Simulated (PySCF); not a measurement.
# C$_{3}$H$_{8}$ClFSi$_{2}$: full NMR table

| Item | Value |
| --- | --- |
| Formula | C3H8ClFSi2 |
| SMILES | C[Si@H](Cl)/C(F)=C\[SiH3] |
| Point group of the computed structure | C1 |
| Degrees of unsaturation | 1 |
| Carbon signals | 3 |
| Proton signals | 4 |

Atoms are numbered as in `[CH3:1][Si@H:2]([Cl:3])/[C:4]([F:5])=[CH:6]\[SiH3:7]`. Hydrogens are named by the atom that carries them.

No relativistic terms, equivalent nuclei averaged, a single conformation, gas phase. Geometry from GFN2-xTB; PBE0/pcSseg-1 with gauge-including orbitals; PySCF.

Chemical shifts δ = σref − σ; ¹H, ¹³C, ²⁹Si vs TMS; CFCl3 for ¹⁹F, all at this level.

```tsv
carbon	δC, type	δH (multiplicity)	HMBC from (2–3 bonds)	span of the C tensor (ppm)
C1	3.3, CH3	0.64 (d)	H(Si2)	20
C4	185.9, C	–	H(C6), H(Si2), H(Si7), H(C1)	180
C6	116.5, CH	6.24 (m)	H(Si2), H(Si7)	208
```

Other nuclei:
| atoms | nucleus | environment | δ (ppm) | σ (ppm) |
| --- | --- | --- | --- | --- |
| H(Si2) | ¹H | hydrogen on a silicon bonded to 2 C, Cl | 5.29 | 26.43 |
| H(Si7) | ¹H | hydrogen on a silicon bonded to C | 4.30 | 27.41 |
| F5 | ¹⁹F | vinylic fluorine | -44.4 | 215.4 |
| Si2 | ²⁹Si | silicon bonded to 2 C, Cl, H | -6.0 | 355.1 |
| Si7 | ²⁹Si | silicon bonded to C, 3 H | -83.8 | 433.0 |

- Carbon types of the structure: 1 × C, 1 × CH, 1 × CH3, leaving 4 H on heteroatoms.
- δC 185.9: fully substituted alkene carbon.
- δC 116.5: alkene CH; an sp2 carbon of a C=C bond.
- δC 3.3: methyl carbon bonded to Si; an electropositive neighbour leaves it electron-rich and shielded.
- δH 6.24: hydrogen on an alkene CH; olefinic region.
- δH 0.64: hydrogen on a methyl carbon bonded to Si; an electropositive neighbour shields it, as in TMS itself.

Splittings by ¹⁹F in the carbon and heteronuclear signals aren't shown, as no couplings were computed. Shifts are as computed. Against solution values, carbons near 30 ppm lie about +3 ppm off and those near 130 ppm about +5 ppm. Of 1211 compounds with measured shifts, 218 miss one by over three times the rms of a fit or turn the order of signals round; such compounds aren't used in these exercises. Unscaled 19F shifts against computed CFCl3 carry errors that often reach 10 to 50 ppm. No couplings were computed; multiplicities are counted from neighbouring protons, with m where these are inequivalent, close in shift, in a saturated or five-membered ring or joined by F or P, and br s for small geminal =CH2 splittings.
